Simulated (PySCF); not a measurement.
Cl$_{2}$Pb, charge +1, doublet, at a GFN2-xTB geometry (such geometries of metal compounds can be far from the true shape) (a state made from the parent by changing its charge; the spin is typed, not shown lowest) (core potentials on Pb); PySCF with SVWN5/def2-SVP.

Input for PySCF:
```python
from pyscf import gto, scf, dft

mol = gto.Mole()
mol.atom = '''
    Pb    0.01015581   -0.01565948    0.63472292
    Cl    0.88949124    1.05107845   -1.52042667
    Cl   -0.93847809   -0.97554448   -1.54117802
'''
mol.basis = 'def2-svp'
mol.ecp = {'Pb': 'def2-svp'}
mol.charge = 1
mol.spin = 1
mol.verbose = 4
mol.build()

mf = dft.UKS(mol)
mf.xc = 'lda,vwn'
mf.diis_space = 12
mf.kernel()
mf.analyze()
```

Problem. Write the output that PySCF gives for this input, abridged.

Solution. 
```
PySCF version 2.14.0

[INPUT] verbose = 4
[INPUT] num. atoms = 3
[INPUT] num. electrons = 55
[INPUT] charge = 1
[INPUT] spin (= nelec alpha-beta = 2S) = 1
[INPUT] symmetry False subgroup None
[INPUT] Mole.unit = angstrom
[INPUT] Symbol           X                Y                Z      unit          X                Y                Z       unit  Magmom
[...]
nuclear repulsion = 210.62606380593
number of shells = 26
number of NR pGTOs = 133
number of NR cGTOs = 62
basis = def2-svp
ecp = {'Pb': 'def2-svp'}

******** <class 'pyscf.dft.uks.UKS'> ********
method = UKS
initial guess = minao
damping factor = 0
level_shift factor = 0
DIIS = <class 'pyscf.scf.diis.CDIIS'>
diis_start_cycle = 1
diis_space = 12
diis_damp = 0
SCF conv_tol = 1e-09
SCF conv_tol_grad = None
SCF max_cycles = 50
direct_scf = True
direct_scf_tol = 1e-13
number electrons alpha = 28  beta = 27
XC library pyscf.dft.libxc version 7.1.2
    S. Lehtola, C. Steigemann, M. J. T. Oliveira, and M. A. L. Marques,  SoftwareX 7, 1–5 (2018)
XC functionals = lda,vwn
    P. A. M. Dirac,  Math. Proc. Cambridge Philos. Soc. 26, 376 (1930)
    F. Bloch,  Z. Phys. 57, 545 (1929)
    S. H. Vosko, L. Wilk, and M. Nusair,  Can. J. Phys. 58, 1200 (1980)
radial grids:
    Treutler-Ahlrichs [JCP 102, 346 (1995); DOI:10.1063/1.469408] (M4) radial grids

becke partition: Becke, JCP 88, 2547 (1988); DOI:10.1063/1.454033
pruning grids: <function nwchem_prune>
grids dens level: 3
symmetrized grids: False
atomic radii adjust function: <function treutler_atomic_radii_adjust>
small_rho_cutoff = 0
Set gradient conv threshold to 3.16228e-05
tot grids = 60992
init E= -1086.16013621792

cycle= 1 E= -1106.10550566992  delta_E= -19.9  |g|= 2.06  |ddm|= 9.69
cycle= 2 E= -1058.67020349479  delta_E= 47.4  |g|= 7.68  |ddm|= 14.1
cycle= 3 E= -1107.91200030912  delta_E= -49.2  |g|= 1.34  |ddm|= 12.7
cycle= 4 E= -1109.46796470003  delta_E= -1.56  |g|= 0.325  |ddm|= 2.54
cycle= 5 E= -1109.51250764387  delta_E= -0.0445  |g|= 0.102  |ddm|= 0.666
cycle= 6 E= -1109.51723652887  delta_E= -0.00473  |g|= 0.034  |ddm|= 0.202
cycle= 7 E= -1109.51797661875  delta_E= -0.00074  |g|= 0.0153  |ddm|= 0.0464
cycle= 8 E= -1109.51802224251  delta_E= -4.56e-05  |g|= 0.0137  |ddm|= 0.0339
cycle= 9 E= -1109.51816536973  delta_E= -0.000143  |g|= 0.00226  |ddm|= 0.0203
cycle= 10 E= -1109.51816919083  delta_E= -3.82e-06  |g|= 0.000138  |ddm|= 0.00306
cycle= 11 E= -1109.51816920483  delta_E= -1.4e-08  |g|= 6.16e-05  |ddm|= 0.000241
cycle= 12 E= -1109.5181692074  delta_E= -2.57e-09  |g|= 6.73e-06  |ddm|= 9.3e-05
cycle= 13 E= -1109.51816920744  delta_E= -4.05e-11  |g|= 1.05e-06  |ddm|= 1.46e-05
Extra cycle  E= -1109.51816920743  delta_E= 3.41e-12  |g|= 2.3e-06  |ddm|= 5.7e-06
converged SCF energy = -1109.51816920743  <S^2> = 0.75177727  2S+1 = 2.0017765
**** SCF Summaries ****
Total Energy =                       -1109.518169207432720
Nuclear Repulsion Energy =             210.626063805930215
One-electron Energy =                -2014.165728015902005
Two-electron Energy =                  694.021495002539041
Two-electron Coulomb Energy =          763.002496053803839
DFT Exchange-Correlation Energy =      -68.981001051264755
**** MO energy ****
                             alpha | beta                alpha | beta
[...]
spin_pop of  0 Pb 5s        0.00000
spin_pop of  0 Pb 6s        0.00048
spin_pop of  0 Pb 7s       -0.00012
spin_pop of  0 Pb 8s       -0.00013
spin_pop of  0 Pb 5px       0.00028
spin_pop of  0 Pb 5py       0.00035
spin_pop of  0 Pb 5pz       0.00010
spin_pop of  0 Pb 6px      -0.00065
spin_pop of  0 Pb 6py      -0.00068
spin_pop of  0 Pb 6pz      -0.00117
spin_pop of  0 Pb 7px      -0.00091
spin_pop of  0 Pb 7py      -0.00094
spin_pop of  0 Pb 7pz      -0.00175
spin_pop of  0 Pb 8px      -0.00737
spin_pop of  0 Pb 8py      -0.00746
spin_pop of  0 Pb 8pz      -0.00655
spin_pop of  0 Pb 5dxy      0.00009
spin_pop of  0 Pb 5dyz      0.00069
spin_pop of  0 Pb 5dz^2    -0.00001
spin_pop of  0 Pb 5dxz     -0.00006
spin_pop of  0 Pb 5dx2-y2    0.00079
spin_pop of  0 Pb 6dxy     -0.00012
spin_pop of  0 Pb 6dyz     -0.00010
spin_pop of  0 Pb 6dz^2    -0.00024
spin_pop of  0 Pb 6dxz     -0.00026
spin_pop of  0 Pb 6dx2-y2   -0.00017
spin_pop of  1 Cl 1s        0.00000
spin_pop of  1 Cl 2s       -0.00000
spin_pop of  1 Cl 3s        0.00114
spin_pop of  1 Cl 4s       -0.00029
spin_pop of  1 Cl 2px       0.00001
spin_pop of  1 Cl 2py       0.00002
spin_pop of  1 Cl 2pz      -0.00000
spin_pop of  1 Cl 3px       0.22055
spin_pop of  1 Cl 3py       0.26423
spin_pop of  1 Cl 3pz       0.02703
spin_pop of  1 Cl 4px       0.00011
spin_pop of  1 Cl 4py       0.00011
spin_pop of  1 Cl 4pz      -0.00018
spin_pop of  1 Cl 3dxy      0.00011
spin_pop of  1 Cl 3dyz      0.00010
spin_pop of  1 Cl 3dz^2    -0.00009
spin_pop of  1 Cl 3dxz      0.00008
spin_pop of  1 Cl 3dx2-y2    0.00002
spin_pop of  2 Cl 1s        0.00000
spin_pop of  2 Cl 2s       -0.00000
spin_pop of  2 Cl 3s        0.00114
spin_pop of  2 Cl 4s       -0.00029
spin_pop of  2 Cl 2px       0.00001
spin_pop of  2 Cl 2py       0.00002
spin_pop of  2 Cl 2pz      -0.00000
spin_pop of  2 Cl 3px       0.21666
spin_pop of  2 Cl 3py       0.27085
spin_pop of  2 Cl 3pz       0.02428
spin_pop of  2 Cl 4px       0.00010
spin_pop of  2 Cl 4py       0.00013
spin_pop of  2 Cl 4pz      -0.00019
spin_pop of  2 Cl 3dxy      0.00011
spin_pop of  2 Cl 3dyz      0.00010
spin_pop of  2 Cl 3dz^2    -0.00009
spin_pop of  2 Cl 3dxz      0.00007
spin_pop of  2 Cl 3dx2-y2    0.00003
In total            28.00000 | 27.00000

WARN: System has nonzero charge 1; the dipole moment is origin-dependent.
Location of origin: [0. 0. 0.]

Dipole moment(X, Y, Z, Debye):  0.04046, -0.06230,  2.52573
```
